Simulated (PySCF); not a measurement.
The same groups moved round the core (propene cyano+boryl). All species are isolated molecules in the gas phase. One relaxed conformer stands for each flexible species; it need not be the lowest. Strings in code marks are SMILES.

All values below come from PySCF with CAM-B3LYP-D3(BJ)/def2-TZVP. All candidates: neutral, multiplicity 1. Excitations are Tamm–Dancoff values on a coarser integration grid. The basis has no diffuse functions, so Rydberg states are missing or too high.

The LUMO is -1.65 eV, the brightest of the four lowest singlets (TDA) is 5.41 eV and the S1 excitation (TDA) is 5.41 eV.

Question: Identify which member has these values.
(A) `B/C=C(\C)C#N`
(B) `BC/C=C/C#N`
(C) `B/C(C#N)=C\C`
(D) `B/C(C#N)=C/C`

Answer: C, `B/C(C#N)=C\C`. The others give `B/C(C#N)=C/C`: -1.49 eV, 5.70 eV, 5.62 eV; `BC/C=C/C#N`: -0.78 eV, 6.58 eV, 5.40 eV; `B/C=C(\C)C#N`: -1.96 eV, 5.49 eV, 5.16 eV
